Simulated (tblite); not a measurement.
Run record: nudged-elastic-band run, `O=CNCCC1=C[C@H]1F`.

Computed with GFN2-xTB (tblite), gas phase: nudged elastic band of 9 images (0 to 8), spring 0.2 eV/Å², climbing image at the end, force threshold 0.05 eV/Å. No saddle search or frequency run followed, so the top image need not be a first-order saddle, and its height can exceed the method's true barrier by a kcal/mol or more. A driver script takes a list of jobs; this job's settings line and coordinates (Å) are shown. «atoms» counts from 0 and names the dihedral (N3–C4–C5–C6 when counted from 1); «turn» is the rotation in degrees that makes the guess of the end point.

Command:
```bash
OMP_NUM_THREADS=1 python probes_run.py task.json out
```

Input:
```
{"job": {"kind": "neb", "xc": "GFN2-xTB", "basis": "xTB", "atoms": [2, 3, 4, 5], "turn": 120}, "charge": 0, "multiplicity": 1}
O      3.175046     0.225498    -0.389097
C      2.306139     1.045077    -0.221745
N      1.163603     0.836315     0.457210
C      0.837733    -0.458082     1.005901
C      0.001854    -1.312660     0.030428
C     -1.265120    -0.649545    -0.296633
C     -2.571484    -0.553091    -0.276435
C     -1.842902     0.589023    -0.869004
F     -1.730439     1.763089    -0.120094
H      2.375599     2.079447    -0.605906
H      0.452403     1.550017     0.479540
H      0.294198    -0.323158     1.943982
H      1.782014    -0.972802     1.198511
H      0.583614    -1.448177    -0.885383
H     -0.191718    -2.289533     0.477435
H     -3.529190    -0.933076    -0.022177
H     -1.848349     0.863689    -1.916443
```

Output:
```
image   E - E0 / eV
  0       0.0000
  1       0.0280
  2       0.0926
  3       0.1715
  4       0.2143
  5       0.1988
  6       0.1809
  7       0.1905
  8       0.1644
```

Problem. Read off the barriers.

Solution. The highest image is 4: 0.214 eV (4.94 kcal/mol) above the start and 0.050 eV (1.15 kcal/mol) above the end. The band met its force threshold.

Problem. Which dihedral does each image have?

Solution. 0: -60°, 1: -48°, 2: -33°, 3: -15°, 4: 5°, 5: 24°, 6: 42°, 7: 56°, 8: 62°.

Problem. Give the geometry of the highest image and of the end point.

Solution. 
Image 4:
```
atom  x, y, z in Å
O1      2.382    0.940   -0.927
C2      1.642    1.416   -0.104
N3      1.007    0.712    0.858
C4      1.101   -0.726    0.915
C5     -0.138   -1.466    0.338
C6     -1.128   -0.568   -0.275
C7     -2.358   -0.127   -0.368
C8     -1.385    0.452   -1.322
F9     -0.964    1.756   -1.099
H10     1.430    2.495   -0.033
H11     0.331    1.171    1.446
H12     1.255   -1.032    1.953
H13     1.990   -0.982    0.335
H14     0.198   -2.163   -0.434
H15    -0.634   -2.041    1.123
H16    -3.363   -0.095   -0.027
H17    -1.373    0.269   -2.389
```

Image 8:
```
atom  x, y, z in Å
O1      2.400    1.741   -0.290
C2      1.658    1.728    0.656
N3      1.031    0.637    1.139
C4      1.140   -0.657    0.504
C5     -0.223   -1.360    0.431
C6     -1.173   -0.586   -0.381
C7     -2.162    0.264   -0.494
C8     -1.553   -0.204   -1.762
F9     -0.735    0.664   -2.461
H10     1.419    2.631    1.249
H11     0.443    0.709    1.954
H12     1.842   -1.294    1.056
H13     1.540   -0.477   -0.497
H14    -0.078   -2.346   -0.016
H15    -0.625   -1.487    1.440
H16    -2.890    0.908   -0.065
H17    -2.041   -0.860   -2.474
```

Problem. Estimate the wall time. Hardware: one thread of an Arm Neoverse N1, shared host. And the peak memory of the process?

Solution. About 11 s, with 0.19 GiB resident at the peak, the Python interpreter and its libraries included.
